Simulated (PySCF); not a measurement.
C3H6F2Si, SMILES [C@@H]1([C@H](F)C1[SiH3])F. Geometry: PBE-D3(BJ)/def2-SVP. The structure was generated by enumeration; whether it is a known compound was not checked.

Computed equilibrium geometry at PBE-D3(BJ)/def2-SVP (PySCF confirms it by a frequency run) as a Z-matrix:
```
C
H 1 1.1044
C 1 1.5142 2 113.82
F 3 1.3725 1 118.40 2 145.37
H 3 1.1042 4 112.70 1 144.68
C 3 1.4895 5 118.28 4 -145.11
F 6 1.3670 3 118.56 5 -0.01
H 6 1.1054 7 112.77 3 -144.47
Si 1 1.8865 2 115.67 3 147.52
H 9 1.5022 1 109.76 2 165.71
H 9 1.5030 10 109.36 1 -121.52
H 9 1.5038 10 109.09 11 -119.11
```
Charge 0, spin multiplicity 1.
